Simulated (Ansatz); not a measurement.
**Reading a saddle point**

A first-order saddle point of AlN2H5O, singlet, PBE0-D4/def2-TZVP, with one imaginary mode of 1090i cm⁻¹:

Al1  (-0.407, 0.052, -0.504)
N2  (1.070, 0.335, 0.703)
N3  (-0.868, -1.164, 0.588)
H4  (0.383, -0.549, 1.122)
O5  (-0.517, 1.026, -1.885)
H6  (2.012, 0.057, 0.460)
H7  (1.116, 1.151, 1.299)
H8  (-1.571, -1.863, 0.746)
H9  (-1.218, 0.954, -2.529)
(Å)

Program: Ansatz 0.2.0. Basis: def2-TZVPP and def2-QZVPP. Cores are frozen in the correlated methods. Extrapolation: Hartree–Fock as exp(−7.88 √X), correlation as X^−2.97.

(1) Which contacts change along the imaginary mode, and what lies on either side? (Judge from chemistry; the calculation decides.)

(2) Which side is lower, and how far does the saddle lie above each? (An estimate is asked for; the value comes from the calculation.)

T1 diagnostic: at most 0.018.

## Answers

(1) Computed: The step is AlN₂H₅O ([NH2][Al]([NH2])[OH]) → AlNH₂O ([NH][Al][OH]) + NH₃ (still joined by a long Al–N bond), with the molecules in contact on both sides. Shortening one way: N2–H4; lengthening the same way: Al1–N2, N3–H4.
```
  pair  one side (Å)  saddle (Å)  other side (Å)
 N2–H4          3.33        1.20            1.02
Al1–N2          1.76        1.93            1.99
 N3–H4          1.01        1.49            2.36
```

(2) Computed: The side with Al1–N2, N3–H4 short is lower by 2.255 eV; the saddle lies 2.562 eV above it and 0.307 eV above the other (CCSD(T) at an estimated basis limit (MP2 extrapolated from triple and quadruple zeta, plus CCSD(T) − MP2 in triple zeta); electronic energies).

Labels in which every atom is bracketed show which atoms are joined, not bond orders.

For scale, one of the runs: CCSD(T)/def2-TZVPP, 205 basis functions, launched by `ansatz run in.yaml --threads 4 --pin off --events-out ev --progress --plain --max-ram 9574MiB`. The run took 17 s on 4 CPU threads of an AMD EPYC 9R45 (shared host), with 2.7 GiB of host memory at its peak.
